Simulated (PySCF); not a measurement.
Isomers of C3H8BN, one conformer each. Method used: core-valence-separated Tamm–Dancoff BHandHLYP/aug-pcX-1 (pcseg-1 on H) in PySCF, non-relativistic, gas phase, PBE0-D3(BJ)/def2-SVP geometry. No shift to experiment was applied.

P. `BNCC=C`
Q. `C=NB(C)C`
R. `BNC1CC1`

Main lines, eV (oscillator strength):
1. C K: 282.6 (0.057), 282.8 (0.066), 285.7 (0.008), 285.8 (0.017), 286.1 (0.018); N K: 398.7 (0.031), 399.9 (0.019), 402.3 (0.008); B K: 186.8 (0.078), 190.3 (0.009), 190.8 (0.012)
2. C K: 285.7 (0.020), 285.9 (0.045), 286.4 (0.039), 286.8 (0.023), 287.1 (0.013); N K: 398.8 (0.032), 399.9 (0.023), 402.4 (0.011); B K: 186.8 (0.077), 190.3 (0.010), 190.7 (0.011)
3. C K: 283.1 (0.066), 284.6 (0.007), 284.7 (0.017), 285.2 (0.008), 285.5 (0.046); N K: 395.9 (0.060), 399.6 (0.028); B K: 187.7 (0.085)
Listed: the first five lines at most of each edge with a tenth or more of its strongest line's intensity; roots within 0.03 eV on the same or equivalent atoms are summed. Only the lowest roots were sought, and the top ones are left out.

Problem. Which spectrum belongs to which isomer?

Solution. 1 = P, 2 = R, 3 = Q.
- P: first C line listed at 282.6 eV, hole on the terminal =CH2 carbon (1s→π*); first N line listed at 398.7 eV, hole on the boron-bound nitrogen; first B line listed at 186.8 eV, hole on the three-coordinate boron.
- Q: first C line listed at 283.1 eV, hole on the C=N carbon (1s→π*); first N line listed at 395.9 eV, hole on the C=N nitrogen; first B line listed at 187.7 eV, hole on the three-coordinate boron.
- R: first C line listed at 285.7 eV, hole on the three-membered-ring carbon; first N line listed at 398.8 eV, hole on the boron-bound nitrogen; first B line listed at 186.8 eV, hole on the three-coordinate boron.

Problem. What are the ground-state energies of the isomers at BHandHLYP/aug-pcX-1 (pcseg-1 on H), relative to the lowest?

Solution. P 54.7, Q 0.0, R 83.1 kJ/mol (electronic energies on these geometries, no dispersion or zero-point terms).
